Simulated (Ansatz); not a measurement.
```yaml
crystal:
  periodic: [false, false, false]
  atoms:
    - {symbol: C, position_ang: [-0.069976, -0.410590, -0.393963]}
    - {symbol: Ge, position_ang: [0.842014, 0.242547, 1.248910]}
    - {symbol: H, position_ang: [-1.152732, -0.422076, -0.225737]}
    - {symbol: H, position_ang: [0.258968, -1.405579, -0.693181]}
    - {symbol: H, position_ang: [0.104250, 0.293009, -1.215314]}
    - {symbol: H, position_ang: [0.059577, 1.638689, 1.232985]}
basis:
  gaussian: {orbitals: aug-cc-pVDZ}
hamiltonian: {xc: {name: wB97M-V}, dispersion: rvv10}
```

```sh
$ ansatz run in.yaml --threads 2 --pin off --events-out ev --progress --plain --max-ram 32768MiB --backend cpu
```

(1) How does Ansatz answer? (Best estimate.)

Results:

(1) The calculation gave: The program refused the input.
```
Error: invalid value for `hamiltonian.dispersion`: this functional's text states its nonlocal part
```
